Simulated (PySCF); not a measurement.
# Two-photon absorption: `FC(C#CC#C)(F)F`, C5HF3

Cartesian coordinates in Å; atom numbers follow the order of the lines, from 1:
```xyz
9

C     3.2112   -0.2151   -0.1808
C     2.0012   -0.1322   -0.1007
C     0.6374   -0.0398   -0.0078
C    -0.5715    0.0403    0.0777
C    -2.0317    0.1362    0.1881
F    -2.3822    0.8711    1.2416
F    -2.5795   -1.0689    0.3299
F    -2.5572    0.6996   -0.8982
H     4.2816   -0.2884   -0.2517
```

Method: TDDFT CAM-B3LYP/def2-TZVPD excited states, vertical, gas phase (PySCF). Geometry: PBE0-D3(BJ)/def2-SVP.

Singlets 2 and 3, 5 and 6, 7 and 8 lie within 0.01 eV of each other, so their separate moments and overlaps can depend on how they mix.

How strongly do the lowest singlets absorb one photon, and two photons of half the energy?

δ for parallel linear polarisation; σ at the peak of a Lorentzian of half width 0.1 eV, single beam; Ω is circular over linear.
| state | E (eV) | f | photon λ (nm) | δ (au) | σ (GM) | Ω | main |
| --- | --- | --- | --- | --- | --- | --- | --- |
| S1 | 4.60 | 0.000 | 539 | <0.1 | 0.00 | – | HOMO→LUMO 0.39, HOMO−1→LUMO+1 0.39 |
| S2 | 4.80 | 0.000 | 517 | 0.1 | 0.00 | 1.50 | HOMO−1→LUMO+1 0.46, HOMO→LUMO 0.46 |
| S3 | 4.80 | 0.000 | 517 | 0.11 | 0.00 | 1.50 | HOMO−1→LUMO 0.46, HOMO→LUMO+1 0.46 |
| S4 | 7.05 | 0.000 | 352 | <0.1 | 0.00 | – | HOMO−2→LUMO 0.32, HOMO−3→LUMO+1 0.32 |
| S5 | 7.34 | 0.000 | 338 | 0.35 | 0.01 | 1.50 | HOMO−3→LUMO+1 0.39, HOMO−2→LUMO 0.39 |
| S6 | 7.34 | 0.000 | 338 | 0.35 | 0.01 | 1.50 | HOMO−3→LUMO 0.39, HOMO−2→LUMO+1 0.39 |
